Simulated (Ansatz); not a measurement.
The cluster Li5Te3. Total charge 0; doublet. Geometry PBE-D4/def2-SVP; atoms count from 1.

Cartesian coordinates in Å:
```
Li 0.111 -1.337 0.499
Li -0.227 1.407 -0.116
Li 1.699 0.631 1.878
Li 0.960 -0.513 -2.825
Li -2.548 -0.181 0.586
Te -1.384 -0.565 -1.752
Te -0.821 0.437 2.394
Te 2.210 0.122 -0.663
```

In the def2 sets Te takes a core potential; there is no spin–orbit coupling. The structure comes from a short search, and lower isomers may exist.

**Question.** Estimate the Mulliken populations from the PBE0/def2-TZVP orbitals of Ansatz.

**Answer.** 
| atom | charge (e) | spin (α − β) |
| --- | --- | --- |
| Li1 | 0.50 | -0.02 |
| Li2 | 0.50 | -0.02 |
| Li3 | 0.59 | 0.00 |
| Li4 | 0.66 | -0.01 |
| Li5 | 0.60 | 0.00 |
| Te6 | -0.90 | 0.51 |
| Te7 | -1.05 | 0.03 |
| Te8 | -0.90 | 0.50 |
Mulliken values and Mayer orders depend strongly on the basis.

**Question.** Where does the spin sit?

**Answer.** Summed by element: Li -0.04, Te 1.04, of 1 unpaired in all. Largest on single atoms: Te6 0.51, Te8 0.50, Te7 0.03.

**Question.** And the Mayer bond orders between bonded heavy atoms (over 0.3)?

**Answer.** Li1–Te7 0.37 (2.76 Å); Li2–Te7 0.37 (2.76 Å); Li3–Te7 0.40 (2.58 Å); Li5–Te7 0.40 (2.58 Å). Values over 0.3 also appear between atoms too far apart for a bond (Te6–Te8 0.38 at 3.82 Å); they arise where an orbital or an unpaired electron spreads over both atoms.
